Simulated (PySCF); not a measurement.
# Mg (magnesium, neutral) across methods

[Ne] 3s2, closed-shell 1S. Calculation: PySCF 2.14, in def2-QZVPPD; no relativity, point nucleus.

```csv
method,E (hartree),mean ε 2s (eV),mean ε 2p (eV),mean ε 3s (eV),Σ⟨r²⟩ (bohr²),⟨S²⟩
wB97M-V,-200.0672,-88.280,-53.151,-7.155,28.22,0.000
UHF,-199.61449,-102.52,-62.101,-6.886,29.61,0.000
PBE,-199.9513,-79.676,-46.803,-4.698,28.24,0.000
r2SCAN,-200.0418,-82.802,-48.268,-4.811,28.48,0.000
BLYP,-200.0871,-79.441,-46.757,-4.566,28.16,0.000
TPSS,-200.0894,-80.934,-47.215,-4.757,28.41,0.000
PBE0,-199.9687,-85.656,-50.870,-5.426,28.30,0.000
LDA,-199.1338,-79.148,-46.942,-4.773,28.03,0.000
r2SCANh,-200.0401,-84.804,-49.722,-5.078,28.48,0.000
```
